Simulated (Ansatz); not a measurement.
`[OH][AlH][Cl]` and `[OH][Al]([F])[Cl]` differ in one atom or group.

Ansatz, PBE0-D4/def2-TZVP geometries, multiplicity 1. Each molecule was computed in one conformer, which needn't be the lowest.

```csv
property,`[OH][AlH][Cl]`
LUMO energy (PBE/def2-TZVPP) / eV,-1.53
HOMO–LUMO gap (ωB97M-V/def2-TZVPP) / eV,12.24
HOMO energy (ωB97M-V/def2-TZVPP) / eV,-11.38
size of the dipole moment (PBE/def2-TZVPP) / D,0.81
LUMO energy (B3LYP/def2-TZVPP) / eV,-0.98
HOMO–LUMO gap (PBE0/def2-TZVPP) / eV,8.35
```

Question: Give the same properties after the change, and the shifts. (Best estimate.)

Answer: Ansatz gave: 
| property | `[OH][Al]([F])[Cl]` | shift |
| --- | --- | --- |
| LUMO energy (PBE/def2-TZVPP) / eV | -1.89 | -0.36 |
| HOMO–LUMO gap (ωB97M-V/def2-TZVPP) / eV | 12.50 | 0.26 |
| HOMO energy (ωB97M-V/def2-TZVPP) / eV | -11.87 | -0.49 |
| size of the dipole moment (PBE/def2-TZVPP) / D | 1.94 | 1.13 |
| LUMO energy (B3LYP/def2-TZVPP) / eV | -1.36 | -0.38 |
| HOMO–LUMO gap (PBE0/def2-TZVPP) / eV | 8.55 | 0.20 |

With PBE0 the HOMO falls by 0.46 eV and the LUMO falls by 0.26 eV, so the gap widens by about 0.20 eV. PBE moves the HOMO by -0.37 eV and ωB97M-V by -0.49 eV. Dipoles are sizes alone; their direction can turn.

B3LYP here is the variant with VWN-RPA as its local correlation; programs differ in this.
